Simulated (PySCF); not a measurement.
# NMR data sheet: C8H4ClFN2

| Property | Result |
| --- | --- |
| Formula | C8H4ClFN2 |
| SMILES | Fc1cnc2cccc(Cl)c2n1 |
| InChI | InChI=1S/C8H4ClFN2/c9-5-2-1-3-6-8(5)12-7(10)4-11-6/h1-4H |
| Point group of the computed structure | Cs |
| Degrees of unsaturation | 7 |
| Carbon signals | 8 |
| Proton signals | 4 |

Structure with atom numbers: `[F:1][c:2]1[cH:3][n:4][c:5]2[cH:6][cH:7][cH:8][c:9]([Cl:10])[c:11]2[n:12]1`; H(Xn) means a hydrogen on atom n.

- GIAO PBE0/pcSseg-1 shieldings
- coordinates at the GFN2-xTB level
- code: PySCF 2.14
- non-relativistic, no solvent model, a single conformation

References, each an isolated molecule treated in the same way: TMS for 1H (31.72 ppm), 13C (186.93 ppm); 19F (170.95 ppm) vs CFCl3; 15N (267.73 ppm) vs NH3.

| carbon | δC, type | δH (multiplicity) | HMBC from (2–3 bonds) | span of the C tensor (ppm) |
| --- | --- | --- | --- | --- |
| C2 | 166.2, C | – | H(C3) | 150 |
| C3 | 140.6, CH | 8.99 (m) | – | 180 |
| C5 | 146.5, C | – | H(C3), H(C6), H(C7) | 196 |
| C6 | 135.4, CH | 8.52 (d) | H(C8), H(C7) | 206 |
| C7 | 134.3, CH | 8.08 (m) | H(C6), H(C8) | 235 |
| C8 | 137.8, CH | 8.27 (d) | H(C6), H(C7) | 211 |
| C9 | 145.4, C | – | H(C8), H(C7) | 164 |
| C11 | 142.8, C | – | H(C6), H(C8) | 167 |

Other nuclei:
```
atoms  nucleus                  environment  δ (ppm)  σ (ppm)
   F1      19F                aryl fluorine    -78.7    249.6
   N4      15N  pyridine-type ring nitrogen    398.8   -131.1
  N12      15N  pyridine-type ring nitrogen    316.6    -48.8
```

Carbon types of the structure: 4 × C, 4 × CH, which accounts for all hydrogens. δC 166.2: aromatic carbon bearing fluorine; the electronegative substituent deshields the carbon that carries it. δC 140.6: aromatic CH next to a ring nitrogen; the adjacent pyridine-type nitrogen withdraws density from it. δC 137.8, 135.4, 134.3: aromatic CH; the aromatic region. δH 8.99: hydrogen on an aromatic CH next to a ring nitrogen; ring current plus the neighbouring ring nitrogen. δH 8.52, 8.27, 8.08: hydrogen on an aromatic CH; ring-current deshielding.

Carbons that carry Cl, above all several Cl atoms, come out too deshielded, partly because spin–orbit coupling is missing. Splittings by 19F in the carbon and heteronuclear signals aren't shown, as no couplings were computed. Shifts are as computed. Against solution values, carbons near 30 ppm lie about +3 ppm off and those near 130 ppm about +5 ppm; carbons on Cl a further +6 ppm. Of 1211 compounds with measured shifts, 218 miss one by over three times the rms of a fit or turn the order of signals round; such compounds aren't used in these exercises. Unscaled 19F shifts against computed CFCl3 carry errors that often reach 10 to 50 ppm. Experimental scales use liquid or dissolved standards, which lie at an offset from isolated NH3 (liquid NH3: subtract about 20 ppm). Unscaled 15N shifts of sp2 nitrogen come out 20 to 40 ppm too high even then. No couplings were computed; multiplicities are counted from neighbouring protons, with m where these are inequivalent, close in shift, in a saturated or five-membered ring or joined by F or P, and br s for small geminal =CH2 splittings.
